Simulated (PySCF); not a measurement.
```xyz
8

C     -0.5988    -0.3076    -1.0216
C      0.2037     0.0129     0.0061
S      1.9643     0.0545    -0.2004
S     -0.3202     0.4236     1.6421
H     -0.1843    -0.5478    -2.0005
H     -1.6814    -0.3370    -0.9088
H      2.2659     0.4124     1.0693
H     -1.6492     0.2890     1.4138
```

Charge 0, multiplicity 1.

Task: Give the Mulliken and meta-Löwdin atomic charges from PBE-D3(BJ)/def2-TZVP (PySCF).

Result: 
| atom | Mulliken (e) | meta-Löwdin (e) |
|---|---|---|
| C1 | -0.36 | -0.34 |
| C2 | 0.14 | -0.14 |
| S3 | -0.15 | 0.01 |
| S4 | -0.17 | 0.00 |
| H5 | 0.12 | 0.13 |
| H6 | 0.12 | 0.13 |
| H7 | 0.15 | 0.11 |
| H8 | 0.15 | 0.11 |
